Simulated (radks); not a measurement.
The europium ion Eu+ inside a hard spherical wall (all orbitals vanish at R), configuration held at [Xe] 4f7 6s1 and not refilled when levels cross. Method: scalar-relativistic Kohn-Sham, LDA (Slater exchange, VWN5 correlation), spin-polarised, spherical densities, point nucleus; open shells are filled with parallel spins first (spin-orbit coupling, left out, can overturn this in heavy ions); computed with a radial shooting solver on a logarithmic mesh with Libxc functionals. Eigenvalues in eV for spin up, with the zero of energy where the potential of the charges vanishes at infinity; a dash marks a level that is unbound or too diffuse for the functional's potential to be trusted. A positive occupied level is held by the wall or, in an anion where self-interaction has pushed it up, behind a barrier. The pressure on the wall is -dE/dV.

| R (bohr) | E (hartree) | kinetic (hartree) | e(5s) | e(5p) | e(4f) | e(6s) | e(5d, empty) | e(6p, empty) | pressure (GPa) |
|---|---|---|---|---|---|---|---|---|---|
| free | -10836.7865 | 11607.862 | -52.084 | -30.930 | -10.522 | -9.142 | -7.788 | -5.738 | 0 |
| 15 | -10836.7865 | 11607.862 | -52.084 | -30.930 | -10.522 | -9.142 | -7.788 | -5.737 | < 0.0001 |
| 10 | -10836.7862 | 11607.865 | -52.066 | -30.912 | -10.504 | -9.124 | -7.771 | -5.657 | 0.00877 |
| 6 | -10836.7485 | 11608.093 | -51.311 | -30.192 | -9.739 | -7.720 | -6.932 | -2.794 | 2.83 |
| 5 | -10836.6652 | 11608.484 | -50.443 | -29.379 | -8.803 | -5.172 | -5.706 | 1.360 | 13.5 |
| 3.5 | -10835.8804 | 11612.003 | -45.758 | -24.702 | -3.217 | 12.599 | 1.943 | 25.537 | 270 |
| 3 | -10834.7047 | 11617.053 | -40.741 | -19.162 | 2.911 | 32.737 | 10.417 | 50.116 | 959 |
| 2.5 | -10831.4231 | 11630.020 | -29.547 | -6.059 | 15.651 | 77.043 | 29.198 | 101.06 | 4050 |
| 2 | -10820.9467 | 11667.069 | 0.239 | 29.451 | 43.506 | 184.72 | 76.417 | 219.03 | 21600 |
| 1.5 | -10779.5042 | 11800.461 | 105.80 | 151.18 | 114.27 | 494.57 | 221.27 | 544.80 | 171000 |
